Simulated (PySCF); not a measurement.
**[LuH4]-, singlet: computed properties**

All numbers come from PySCF, PBE0, basis Lu def2-TZVP with ECP28, H def2-TZVP (scalar-relativistic core potentials, no spin–orbit coupling, density fitting).

The structure is a minimum.

| Item | Value |
| --- | --- |
| Point group | Td |
| Bond lengths | Lu–H 2.011 Å (×4) |
| Bond angles | H–Lu–H 109.5° (×6) |
| Principal quadrupole moments (Buckingham, traceless) about the centre of mass | 0.00, 0.00, 0.00 D Å |
| Zero-point energy | 46.9 kJ/mol |
| Principal polarisabilities | 59.8, 59.8, 59.8 bohr³ |
| Entropy at 298.15 K and 1 bar | 244.8 J/(mol K) |
| Highest occupied level | -2.23 eV |
| Lowest empty level | 3.73 eV |
| Rotational constants | 1.551, 1.551, 1.551 cm⁻¹ |
| Enthalpy at 298.15 K above 0 K | 12.86 kJ/mol |
| Heat capacity Cp at 298.15 K | 61.2 J/(mol K) |
| Rotational symmetry number | 12 |
| Dipole moment about the centre of mass | 0.00 D |

Harmonic modes (masses in u: Lu 174.941, H 1.008):
```
symmetry  ω (cm⁻¹)  IR (km/mol, summed over degenerate members)     type
      t2       503                                         1523     bend
       e       525                                          0.0     bend
      t2      1290                                         2972  stretch
      a1      1410                                          0.0  stretch
```

In Td the vibrations span 2t2 + e + a1. The a1, e modes carry no infrared intensity, as symmetry demands.

Charges (e):
```json
{"atom": "Lu1", "Mulliken": "0.56", "Löwdin": "-0.02", "polar tensor": "1.40", "Mayer order to Lu1": "–"}
{"atom": "H2,3,4,5", "Mulliken": "-0.39", "Löwdin": "-0.24", "polar tensor": "-0.60", "Mayer order to Lu1": "0.83"}
```

Mulliken populations on Lu1 (electrons outside its core potential): s 4.79, p 12.63, d 11.01, f 14.01.

Outer orbital energies (eV). occupied: -7.84, -7.82, -7.82, -7.82, -3.66, -2.23, -2.23, -2.23; empty: 3.73, 3.73, 3.73, 4.47.

Formally Lu is in oxidation state +3, d0. The polar-tensor charge on Lu, 1.40, is far below the formal one.

Stability towards spin polarisation was not tested. Other isomers or separated fragments may lie lower. The lowest empty level of this anion is unbound, so it and the gap depend on the basis. The basis has no diffuse functions, which an anion would want.

The final relaxation and frequency run took 61 s on 4 threads of a shared Arm Neoverse V1 host, with 120 basis functions and 6 gradients; the process peaked at 1.6 GiB.
